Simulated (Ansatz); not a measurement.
`[CH3][Mg][OH]` + `O[SiH3]` → `[CH3][Mg][O][SiH3]` + H₂O  (ligand exchange at a Mg–O bond)

Isolated molecules relaxed with PBE0-D4/def2-TZVP in Ansatz; ΔE leaves out vibrations. CCSD(T)/CBS is the MP2 limit (def2-TZVPP, def2-QZVPP) plus CCSD(T) − MP2 in def2-TZVPP, frozen cores. This one scheme is used for every species. Functionals use def2-TZVPP. B3LYP here is the variant with VWN-RPA as its local correlation; programs differ in this. For Mg outer-core shells are correlated without core-valence functions, which leaves a few kJ/mol of doubt a bond. One conformer a species, not always the lowest.

```
        level  ΔE (kJ/mol)
   r2SCAN0-D4        -38.4
        B3LYP        -34.1
  HF/def2-SVP        -43.7
HF/def2-TZVPP        -39.7
```

(1) What does CCSD(T)/CBS give? (Best estimate.)

Largest T1 diagnostic among the species: 0.011.

Answers

(1) Ansatz gave: -43.5 kJ/mol. The listed levels differ from it by 5.1, 9.4, -0.2, 3.8 kJ/mol.

Leaving LDA and LC-ωPBE aside and taking each functional with its dispersion term where it has one, the values, not all of them listed here, spread over 5.6 kJ/mol, from B97M-V to CAM-B3LYP-D4. The D4 term adds −3.1 kJ/mol with B3LYP and −1.8 kJ/mol with PBE0; it sums over pairs of atoms, weighted by their polarisabilities, and B3LYP, whose exchange is more repulsive, gets the larger term. From BLYP to BHLYP (50 % exact exchange), in def2-TZVPP and without D4, ΔE moves by −4.3 kJ/mol.
